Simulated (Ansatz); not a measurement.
Consider the ligand exchange at the In–O bond: `C[O][InH][CH3]` + CH₃NH₂ → `C[NH][InH][CH3]` + CH₃OH.

Gas-phase electronic energies from Ansatz, PBE0-D4/def2-TZVP geometries. CBS: MP2 limit from def2 TZ/QZ plus the TZ coupled-cluster correction, frozen cores. This one scheme is used for every species. Functionals use def2-TZVPP. B3LYP here is the variant with VWN-RPA as its local correlation; programs differ in this. Elements past krypton have def2 core potentials. For In outer-core shells are correlated without core-valence functions, which leaves a few kJ/mol of doubt a bond. One conformer a species, not always the lowest.

`C[O][InH][CH3]`:

```xyz
11

C    -0.296    0.087    1.883
O    -1.284   -0.280    0.969
In   -0.996   -0.377   -1.005
C     1.001    0.143   -1.571
H     0.676    0.322    1.421
H    -0.605    0.975    2.451
H    -0.122   -0.719    2.608
H    -2.438   -0.861   -1.780
H     1.134    0.091   -2.651
H     1.224    1.157   -1.233
H     1.706   -0.538   -1.091
```

CH₃NH₂:

Cartesian coordinates in Å:
```
C -0.255 0.331 0.385
N 0.262 -0.309 -0.813
H 0.030 -0.146 1.334
H -1.346 0.357 0.339
H 0.087 1.368 0.418
H -0.052 -1.269 -0.868
H 1.274 -0.334 -0.795
```

`C[NH][InH][CH3]`:

```xyz
12

C    -0.927   -1.341   -1.666
N    -0.285   -0.260   -0.959
In    0.100   -0.120    1.017
C     1.089    1.682    1.627
H    -0.276   -1.801   -2.422
H    -1.848   -1.026   -2.178
H    -1.208   -2.132   -0.966
H    -0.012    0.493   -1.571
H    -0.433   -1.490    1.905
H     1.183    2.367    0.784
H     2.087    1.453    2.007
H     0.529    2.174    2.423
```

CH₃OH:

Cartesian coordinates in Å:
```
C -0.230 0.185 -0.200
O 0.410 -0.244 0.980
H -0.982 0.918 0.093
H -0.739 -0.635 -0.721
H 0.464 0.669 -0.899
H 1.076 -0.893 0.747
```

**Question.** Is it downhill or uphill in electronic energy at CCSD(T)/CBS, and by how much? (Estimate.)

**Answer.** The calculation gave: Uphill: ΔE = +4.3 kcal/mol.

**Question.** What do these levels give: revPBE-D4, BLYP-D4, r2SCANh-D4, ωB97X-V, revPBE, BLYP, B3LYP, MP2/def2-SVP, CCSD(T)/def2-SVP, MP2/def2-TZVPP, SCS-MP2/def2-QZVPP, MP2/CBS(def2)? (Best estimate.)

**Answer.** Ansatz gave: revPBE-D4 5.3, BLYP-D4 5.9, r2SCANh-D4 5.4, ωB97X-V 5.2, revPBE 5.4, BLYP 6.0, B3LYP 5.5, MP2/def2-SVP 4.8, CCSD(T)/def2-SVP 4.6, MP2/def2-TZVPP 3.8, SCS-MP2/def2-QZVPP 4.4, MP2/CBS(def2) 4.0 kcal/mol.

Largest T1 diagnostic among the species: 0.015.

In def2-TZVPP, CCSD(T) changes the Hartree–Fock value by −1.5 kcal/mol (the triples alone add −0.1 kcal/mol) and MP2 by −1.9 kcal/mol. Leaving LDA and LC-ωPBE aside and taking each functional with its dispersion term where it has one, the values, not all of them listed here, spread over 2.3 kcal/mol, from PBE-QIDH to B97M-V. LDA lies −1.5 kcal/mol from PBE without D4.
